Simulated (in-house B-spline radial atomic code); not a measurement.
CAM-B3LYP excitations of Be²⁺

Method: CAM-B3LYP. Computed with a B-spline radial code for spherical atoms: linear response of the closed shell 1s2 with the functional's adiabatic kernel; non-relativistic, point nucleus, no spin-orbit coupling, no double excitations, S, P, D and F terms only.

Command:
```bash
python run_td.py task.json out
```
Settings (radii: box in bohr, nucleus in fm):
```
Z                        4
electrons                2
configuration            1s2
hamiltonian              nr
method                   camb3lyp
box_radius               29.48
intervals                47
```

Cost of the run: 0.1 s on 1 thread of Intel(R) Xeon(R) Platinum 8488C (Sapphire Rapids), on a shared host.

The lowest states, in the order of their Tamm-Dancoff energies; the method's threshold (minus the highest occupied level) is 139.17 eV. Labels give the largest channel, * marks a mixed state, and oscillator strengths are full-response dipole values. Semilocal kernels can invert the small singlet-triplet splittings of Rydberg terms. Energies in eV:

```csv
state,full response,Tamm-Dancoff,oscillator strength
1s → 2s 3S,110.64,110.67,-
1s → 2s 1S,113.81,113.89,-
1s → 2p 3P,114.27,114.29,-
1s → 2p 1P,116.27,116.29,0.416
1s → 3s 3S,127.29,127.30,-
1s → 3s 1S,?,?,-
1s → 3p 3P,128.27,128.28,-
1s → 3d 3D,?,?,-
1s → 3d 1D,128.77,128.77,-
1s → 3p 1P,128.81,128.81,0.104
1s → 4s 3S,132.68,132.69,-
1s → 4s 1S,133.00,133.01,-
1s → 4p 3P,133.08,133.08,-
1s → 4f 1F,133.24,133.24,-
1s → 4f 3F,133.24,133.24,-
1s → 4d 3D,133.26,133.26,-
```

Question: Where does 1s → 3s 1S lie?

Answer: At 128.10 eV in full response, 128.12 eV in Tamm-Dancoff.

Question: Where does 1s → 3d 3D lie?

Answer: At 128.75 eV in full response, 128.75 eV in Tamm-Dancoff.

Question: How large is the singlet-triplet splitting of 1s → 2s (S terms) in Tamm-Dancoff?

Answer: 3.22 eV, from the unrounded values.

Question: What polarisabilities and dispersion coefficient does the method give?

Answer: Dipole 0.05454 bohr³, quadrupole 0.0171 bohr⁵, C6 0.01185 hartree·bohr⁶ for two such species.
